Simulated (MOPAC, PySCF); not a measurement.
[Zn(OH)(F)], neutral singlet in the gas phase. 

Cartesian coordinates (Å):
```xyz
4

Zn    -0.0090    -0.0339     0.0746
O     -0.6904    -1.6604    -0.1206
H     -1.3422    -1.8544     0.5789
F      0.7443     1.5384     0.1434
```
Charge 0, spin multiplicity 1.

All levels are single points at this geometry (PBE-D3(BJ)/def2-SVP); Pople sets use spherical d functions. Orbital energies aren't observables, and empty levels follow the basis.

HF/STO-3G in PySCF gives dipole (D) = 0.87.

Task: Estimate the dipole (D) from each of these levels: TPSSh-D3(BJ)/def2-TZVP in PySCF; B3LYP/6-31G* (LANL2DZ on Zn) in PySCF; BP86/6-31G* (LANL2DZ on Zn) in PySCF; M06-2X/6-31G* (LANL2DZ on Zn) in PySCF; SVWN5/6-31G* (LANL2DZ on Zn) in PySCF; AM1 in MOPAC; PM3 in MOPAC; PM6 in MOPAC.

Result: 
| level | dipole (D) |
|---|---|
| TPSSh-D3(BJ)/def2-TZVP in PySCF | 2.03 |
| B3LYP/6-31G* (LANL2DZ on Zn) in PySCF | 1.96 |
| BP86/6-31G* (LANL2DZ on Zn) in PySCF | 1.89 |
| M06-2X/6-31G* (LANL2DZ on Zn) in PySCF | 2.05 |
| SVWN5/6-31G* (LANL2DZ on Zn) in PySCF | 1.96 |
| AM1 in MOPAC | 1.82 |
| PM3 in MOPAC | 2.05 |
| PM6 in MOPAC | 1.91 |
